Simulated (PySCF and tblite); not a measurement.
The numbers below are computed, except where a source is named.
System: C₇H₁₂O, numbered as in [CH3:1][C:2]1([CH3:3])[CH2:4][CH2:5][C:6](=[O:7])[CH2:8]1.

Geometries: GFN2-xTB; energies: CAM-B3LYP/pcSseg-1 + D3(BJ); zero-point and thermal terms from GFN2-xTB harmonic modes (soft modes blended into free rotors). Rate constants are transition-state-theory values, counting equivalent paths, without tunnelling. (PySCF 2.14 with density fitting, tblite 0.8.)

Problem. What barrier does the inversion of the 5-membered ring (2–4–5–6–8) meet, and how fast is it at 298 K?

Solution. The electronic barrier is 3.5 kcal/mol and ΔG‡(298 K) 4.0 kcal/mol, over a C1 saddle (envelope) with an imaginary mode of 85i cm⁻¹ (GFN2-xTB). With 2 equivalent paths, k is 1.5×10¹⁰ s⁻¹, a mean lifetime of the start of 65 ps against this motion.
